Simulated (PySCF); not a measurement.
Ga(Cl)3 cation (Cl3Ga), SMILES [Cl][Ga]([Cl])[Cl] (connectivity only; charge and spin as stated), charge +1, multiplicity 2.

Coordinates come from a B3LYP-D3(BJ)/def2-SVP optimisation. The multiplicity is an assumed one; other spin states were not compared. The isomer is the one that the SMILES or the coordinates give; other isomers of the formula were not compared.

All values below come from TDA-PBE/def2-SVPD (PySCF).

Vertical excitations. The molecule is in vacuum.

```json
[
 {"state": "root 1", "energy (eV)": "0.53", "λ (nm)": "2344", "f": "0.000", "main pairs": "β HOMO→LUMO 100 %"},
 {"state": "root 2", "energy (eV)": "0.65", "λ (nm)": "1902", "f": "0.000", "main pairs": "β HOMO−1→LUMO 100 %"},
 {"state": "root 3", "energy (eV)": "0.89", "λ (nm)": "1386", "f": "0.000", "main pairs": "β HOMO−2→LUMO 100 %"},
 {"state": "root 4", "energy (eV)": "1.72", "λ (nm)": "721", "f": "0.000", "main pairs": "β HOMO−3→LUMO 100 %"},
 {"state": "root 5", "energy (eV)": "2.32", "λ (nm)": "534", "f": "0.000", "main pairs": "β HOMO−5→LUMO 100 %"},
 {"state": "root 6", "energy (eV)": "2.34", "λ (nm)": "531", "f": "0.020", "main pairs": "β HOMO−4→LUMO 70 %, β HOMO−6→LUMO 28 %"},
 {"state": "root 7", "energy (eV)": "3.56", "λ (nm)": "349", "f": "0.091", "main pairs": "β HOMO−6→LUMO 64 %, β HOMO−4→LUMO 18 %"},
 {"state": "root 8", "energy (eV)": "4.18", "λ (nm)": "297", "f": "0.000", "main pairs": "α HOMO→LUMO 56 %, β HOMO→LUMO+1 44 %"},
 {"state": "root 9", "energy (eV)": "4.30", "λ (nm)": "289", "f": "0.000", "main pairs": "α HOMO−1→LUMO 58 %, β HOMO−1→LUMO+1 41 %"},
 {"state": "root 10", "energy (eV)": "4.67", "λ (nm)": "266", "f": "0.020", "main pairs": "α HOMO→LUMO 37 %, β HOMO→LUMO+1 50 %, β HOMO−7→LUMO 8 %"}
]
```
Unrestricted roots are not spin-pure.
